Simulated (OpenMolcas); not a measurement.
Computed levels of 2s² 2p⁴ in ions with 8 electrons, in cm-1 above ³P₂.

```json
{"Program": "OpenMolcas", "Method": "XMS-RASPT2, IPEA 0.25 Eh, imaginary shift 0.1 Eh", "Basis": "ANO-RCC-VTZP", "Scalar Hamiltonian": "DKH2, point nucleus", "Spin-orbit coupling": "state interaction with AMFI integrals over the reference wave functions, term energies averaged over their components"}
```

Active space for each ion: 6 electrons in 9 orbitals (RAS2 2s 2p; RAS3 3d, at most 2 electrons); closed shells correlated by CASPT2: 1s.

| Level | O | Ne2+ |
| --- | --- | --- |
| ³P₁ | 148 | 598 |
| ³P₀ | 221 | 881 |
| ¹D₂ | 16150 | 26380 |
| ¹S₀ | 34620 | 56690 |

**Question.** Estimate ³P₀, ¹D₂, ¹S₀ for F+ from its neighbours O and Ne2+.

**Answer.** ³P₀ is fine structure, which grows about as the fourth power of a screened charge, so the fourth roots are averaged: ((221^0.25 + 881^0.25) / 2)^4 = 468. The calculation gives 477, so the estimate is off by -1.9 %; the measured value is 490 (NIST Handbook of Basic Atomic Spectroscopic Data).
¹D₂ is another term, which grows about linearly with the charge: (16150 + 26380) / 2 = 21265. The calculation gives 21220, so the estimate is off by +0.2 %; the measured value is 20873 (NIST Handbook of Basic Atomic Spectroscopic Data).
¹S₀ is another term, which grows about linearly with the charge: (34620 + 56690) / 2 = 45655. The calculation gives 45690, so the estimate is off by -0.1 %; the measured value is 44918 (NIST Handbook of Basic Atomic Spectroscopic Data).

CASPT2 does not keep the components of a term degenerate, so their means are used; among the terms shown or strongly mixed into the levels shown the widest spread is 400 cm-1 (2s² 2p⁴ ¹D, O). Active for correlation alone: 3d; no level in the range computed is led by a configuration that fills it, so any true level of that kind is missing. Measured partners are found by configuration, term and J. A level has none where our copy of the source lacks it or the pairing is in doubt (some pairs that miss far off the trend of their configuration count as doubtful), and it then counts in no deviation. Only configurations of the active space appear.
